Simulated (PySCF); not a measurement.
Nuclear repulsion and electron count by hand

System: H$_{3}$N, charge +1, doublet, at a GFN2-xTB geometry (a state made from the parent by changing its charge; the spin is typed, not shown lowest). Level: HF/6-31G* run with PySCF. Sums are taken with unrounded values, so a last digit can differ.

Coordinates (Å):

```
atom         x         y         z
----  --------  --------  --------
N1     0.00000   0.00000   0.00000
H2    -0.61982  -0.81970  -0.02823
H3    -0.40039   0.94634   0.03197
H4     1.02021  -0.12664  -0.00375
```

Question: Work out the nuclear repulsion energy and the numbers of alpha and beta electrons.

Answer: In atomic units each pair adds Z_i Z_j / r_ij, with r in bohr (1 bohr = 0.529177 Å).
| pair | r (Å) | r (bohr) | Z_i Z_j | term (Eh) |
|---|---|---|---|---|
| N1-H2 | 1.0280 | 1.9427 | 7 | 3.6032 |
| N1-H3 | 1.0280 | 1.9427 | 7 | 3.6032 |
| N1-H4 | 1.0280 | 1.9427 | 7 | 3.6032 |
| H2-H3 | 1.7806 | 3.3649 | 1 | 0.2972 |
| H2-H4 | 1.7806 | 3.3649 | 1 | 0.2972 |
| H3-H4 | 1.7806 | 3.3649 | 1 | 0.2972 |
The sum is 11.7011 Eh; PySCF gives 11.7011 Eh. The atomic numbers add up to 10, so at charge +1 there are 9 electrons; multiplicity 2 means 1 unpaired, so 5 alpha and 4 beta.
